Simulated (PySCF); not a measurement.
H7Si3, charge +1, multiplicity 1. Atoms are numbered in the order given.

```xyz
10

Si     2.1080     0.3344     0.3567
Si     0.0534    -0.4092    -0.5403
Si    -2.1581     0.0503     0.1506
H      2.5479    -0.9046     1.0664
H      1.8103     1.4649     1.2713
H      2.9637     0.6694    -0.8124
H      0.1702    -1.3109    -1.7265
H     -2.8824    -1.2463     0.0740
H     -2.5723     1.0140    -0.9131
H     -2.0844     0.6577     1.5029
```
Charge +1, spin multiplicity 1.

The structure is a stationary point at PBE0-D3(BJ)/def2-SVP. The multiplicity is an assumed one; other spin states were not compared. The isomer is the one that the SMILES or the coordinates give; other isomers of the formula were not compared.

All values below come from PySCF with HF/def2-TZVPD.

The molecule is in vacuum.

Computed frontier levels, gap, dipole moment and polarisability:
```yaml
highest_occupied_level: -15.79 eV
lowest_empty_level: -5.55 eV
orbital_gap: 10.24 eV
dipole_moment_about_the_centre_of_nuclear_charge: 0.86 D
mean_static_polarisability: 77.3 bohr³ (11.45 Å³)
polarisability_principal_values: 61.9, 70.6, 99.4 bohr³
```
